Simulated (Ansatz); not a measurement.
CH2Cl (SMILES [CH2]Cl) moved off its minimum; all values from Ansatz (a program for electronic structure), cores frozen in correlated methods. Open shells are unrestricted.
(charge 0, multiplicity 2)
```xyz
4

C     -1.22536    -0.10637    -0.01924
Cl     0.38795     0.03817     0.06594
H     -1.45928     0.97753    -0.32954
H     -1.86993    -0.99381    -0.10918
```

```tsv
level	largest force (eV/Å)	on atom	rms difference from CCSD(T)/aug-cc-pV(T+d)Z (eV/Å)	dipole (D)
HF/def2-TZVPP	4.71	C1	0.260	1.18
PBE/def2-TZVPP	3.87	C1	0.172	0.73
r2SCAN/def2-TZVPP	4.09	C1	0.092	0.90
B3LYP/def2-TZVPP	4.11	C1	0.062	0.81
wB97M-V/def2-TZVPP	4.07	C1	0.116	0.82
MP2/aug-cc-pV(T+d)Z	4.17	C1	0.123	0.93
CCSD(T)/aug-cc-pV(T+d)Z	4.18	C1	0.000	0.88
```

The differences count from one level among others, with limits of its own. Forces at CCSD(T)/aug-cc-pV(T+d)Z (eV/Å):

```csv
atom,Fx,Fy,Fz
C1,-2.766,2.971,-0.980
Cl2,3.329,-1.224,0.479
H3,-1.388,-2.209,0.464
H4,0.825,0.462,0.037
```
